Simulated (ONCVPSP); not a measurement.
# Potentials for Hf (Z = 72) compared

Generated with ld1.x 7.5 (TM, RRKJ, ultrasoft, PAW), atompaw 4.2 or ONCVPSP 4.0.1. The cutoff is in Ry: for ld1.x and atompaw files where the sum of valence levels is converged to 10 mRy in a Bessel basis, for ONCV files where the hardest occupied wave has 1 mHa per electron of residual kinetic energy. The error is the largest all-electron minus pseudo excitation energy over each file’s own four to seven test configurations (ionisations up to +4, promotions, holes and added fractions of an electron), all of which were solved. The labels leave out finer settings (local radius, basis sizes, second energies), which also bear on the numbers. Spin-polarised tests are not counted. The rows are a selection from randomly drawn settings: files with unsolved tests, undetermined cutoffs or missed reference levels are left out.

A true bound ghost makes a file unfit for plane-wave use even where its test errors are small: the radial tests pick states by their node count and pass the ghost by.

| potential | cutoff (Ry) | largest error (meV) | bound ghosts |
| --- | --- | --- | --- |
| ONCV, PW91, scalar-relativistic, rc 2.20/2.15/2.10/1.05 (spdf), local smoothed, core correction no, reference 4f14 5s2 5p6 5d2 6s1.5, qcut 5.1/8.2/4.7/16.7, projectors 2/2/3/2 | 241 | -9.9 | s |
| ONCV, PBEsol, scalar-relativistic, rc 2.05/2.05/2.90 (spd), local p, core correction yes, reference 5s2 5p6 5d2.5 6s1.5, qcut 5.1/8.5/5.5, projectors 3/0/2 | 29 | -217 | none |
| ONCV, PBE, scalar-relativistic, rc 2.45/4.00/1.95 (spd), local d, core correction no, reference 5d2 6s1 6p1, qcut 2.1/2.4/4.1, projectors 2/2/0 | 39 | +121 | s |
| ONCV, revPBE, fully relativistic, rc 1.55/1.60/2.10/1.20 (spdf), local smoothed, core correction yes, reference 4f14 5s2 5p6 5d2, qcut 6/10.7/3.9/12.8, projectors 2/3/1/2 | 160 | -5.2 | s |
| ONCV, PBE, scalar-relativistic, rc 3.05/1.25/3.15/2.95 (spdf), local smoothed, core correction yes, reference 5p6 5d2 6s1.5, qcut 2.5/7.6/5.7/4.1, projectors 3/3/2/3 | 56 | +8.2 | s, p, f |

(1) Fill in the row for Hf: ONCV, PBEsol, scalar-relativistic, rc 1.65/1.35/3.05 (spd), local smoothed, core correction no, reference 5s2 5p6 5d2 6s0.5, qcut 5.8/5.2/5.6, projectors 2/2/3.

(2) Fill in the row for Hf: ONCV, PBEsol, scalar-relativistic, rc 2.00/1.90/2.75 (spd), local smoothed, core correction yes, reference 5s2 5p6 5d2 6s1.75 6p0.25, qcut 5.3/8.3/4.9, projectors 3/2/1.

(3) Fill in the row for Hf: ONCV, PBEsol, fully relativistic, rc 1.60/2.15/2.45 (spd), local smoothed, core correction yes, reference 5s2 5p6 5d2 6s1.75 6p0.25, qcut 6.7/5.2/6.9, projectors 3/2/2.

Answers

(1) cutoff 160 Ry, largest error +27 meV, bound ghosts: d.

(2) cutoff 37 Ry, largest error -3.5 meV, bound ghosts: none.

(3) cutoff 38 Ry, largest error -7.5 meV, bound ghosts: none.
